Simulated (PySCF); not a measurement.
1,1-difluoropropan-2-one (C3H4F2O), SMILES O=C(C(F)F)C. Geometry optimised at PBE-D3(BJ)/def2-SVP. Other conformers were not sampled.

Computed equilibrium geometry at PBE-D3(BJ)/def2-SVP (PySCF confirms it by a frequency run) as bond lengths and angles, and its point group (one conformer of several):
point group Cs.
Atoms: C1 C2 O3 C4 F5 F6 H7 H8 H9 H10. Bond lengths (Å): C1–C2 1.507, C1–H7 1.104, C1–H8 1.109, C1–H9 1.109, C2–O3 1.217, C2–C4 1.546, C4–F5 1.368, C4–F6 1.368, C4–H10 1.113. Bond angles (°): C2–C1–H7 110.3, C2–C1–H8 109.4, C2–C1–H9 109.4, H7–C1–H8 110.6, H7–C1–H9 110.6, H8–C1–H9 106.4, C1–C2–O3 125.3, C1–C2–C4 115.2, O3–C2–C4 119.5, C2–C4–F5 109.2, C2–C4–F6 109.2, C2–C4–H10 110.9, F5–C4–F6 108.0, F5–C4–H10 109.7, F6–C4–H10 109.7.
